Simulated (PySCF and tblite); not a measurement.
Values are calculated unless marked as measured or tabulated.
C5H2BrNO, numbered as in [CH:1]#[C:2][c:3]1[cH:4][o:5][c:6]([Br:7])[n:8]1.

Search: ETKDG and KDG, MMFF94s, GFN2-xTB, 45 starts; geometries at GFN2-xTB. Energies: B3LYP-D3(BJ)/def2-SVP (IEF-PCM, water), with GFN2-xTB thermal terms (modes under about 100 cm⁻¹ blended into free rotors). Symmetry numbers and mirror images are counted. Conformers within 2.5 kcal/mol (GFN2-xTB free energy) were kept, 3 at most. GIAO shieldings: KT3/pcSseg-1 (IEF-PCM, water). Shifts are against TMS (¹H), TMS (¹³C) at the same level. Run with PySCF (density fitting) and tblite.

Q: What shifts does this protocol give at 298.15 K under fast conformational exchange?

A: ¹H: 8.36 (H4, 1H), 3.51 (H1, 1H) ppm. ¹³C: 148.0 (C4), 144.5 (C6), 121.5 (C3), 83.7 (C1), 71.2 (C2) ppm.

Spin–orbit effects of the heavy atoms on shieldings are missing. At a carbon that bears Br the missing effect is some 10 ppm, beside I tens of ppm. Shifts are unscaled: against experiment ¹³C can be off by 15 ppm or more and ¹H by 0.8 ppm.
